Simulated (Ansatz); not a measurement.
Gas-phase reaction in SMILES: CC(OC)C + H+ → C[OH+]C(C)C (at O, the best of the heteroatom sites tried; carbon was not tried)

Property: proton affinity (enthalpy at 298 K), in kcal/mol. Positive where the reaction releases energy. Conventions: 6-311+G** with 5d; frozen cores in correlated levels; LANL2DZ all-electron up to Ne; non-relativistic; no spin-orbit coupling; six Cartesian d functions in 6-31G* and its kin unless marked 5d. CBS marks a two-point X^-3 extrapolation of the correlation energy; Hartree-Fock from the larger set. First-principles rows: single points at B3LYP-D3(BJ) geometries (Ansatz, a quantum-chemistry and plane-wave program), with unscaled harmonic terms from B3LYP/6-31G* (Ansatz) at its own minima.

Coupled cluster (Ansatz) is a level with limits of its own, used here on species with T1 under 0.025 (0.045 for open shells) and stable references: CCSD(T)/CBS(cc-pVTZ,cc-pVQZ).

Value to compare with, CCSD(T)/CBS(cc-pVTZ,cc-pVQZ) (Ansatz): 197.5 kcal/mol.

| level | program | proton affinity (enthalpy at 298 K) (kcal/mol) | difference |
|---|---|---|---|
| HF/STO-3G | Ansatz | 247.8 | 50.3 |
| HF/3-21G | Ansatz | 212.0 | 14.5 |
| HF/LANL2DZ | Ansatz | 206.0 | 8.5 |
| HF/6-31G* | Ansatz | 200.1 | 2.6 |
| HF/6-311+G** | Ansatz | 203.0 | 5.5 |

Among the 5 habitual levels, HF/STO-3G lies farthest from CCSD(T)/CBS(cc-pVTZ,cc-pVQZ) (Ansatz) (50.3 kcal/mol) and HF/6-31G* nearest (2.6); 5 of 5 lie above it, and their mean absolute difference is 16.3 kcal/mol, the median 8.5. One case shows no general order.

The sets are all those run for this method; left out are runs that failed, that the program found above a lower state of the same kind, or whose <S^2> lies over 0.5 above the pure value.
